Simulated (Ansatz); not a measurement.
`[NH2][Al]1[CH2]C[O]1`, relaxed with RKS PBE0-D4/def2-TZVP in the Gaussian-basis code of Ansatz from a PBE-D4/def2-SVP geometry. The force threshold is 0.005 eV/Å; the program also tests the step.

Charge 0, multiplicity 1.

Start:

```xyz
11

N    -0.567   -2.013   -1.417
Al   -0.072   -0.628   -0.421
C    -0.569    1.089    0.399
C     0.890    0.966    0.932
O     1.428   -0.279    0.417
H    -1.477   -2.114   -1.869
H     0.016   -2.830   -1.616
H    -1.344    1.076    1.192
H    -0.747    1.964   -0.256
H     1.524    1.818    0.592
H     0.919    0.951    2.047
```

(1) How much energy does the relaxation release, and in how many steps? (Estimate.)

(2) Which bonds change most? (An estimate is asked.)

(3) Give the relaxed structure. (Best estimate.)

## Answers

(1) The calculation gave: 5.74 kJ/mol, in 7 steps.

(2) Ansatz gave: Al2–O5 from 1.753 to 1.719 Å; Al2–C3 from 1.967 to 1.944 Å; C4–H11 from 1.115 to 1.095 Å.

(3) The calculation gave: 
```xyz
11

N    -0.558   -1.988   -1.399
Al   -0.065   -0.629   -0.397
C    -0.571    1.073    0.394
C     0.877    0.961    0.927
O     1.410   -0.282    0.416
H    -1.463   -2.086   -1.829
H     0.023   -2.780   -1.624
H    -1.331    1.079    1.176
H    -0.735    1.925   -0.265
H     1.505    1.788    0.578
H     0.909    0.940    2.021
```
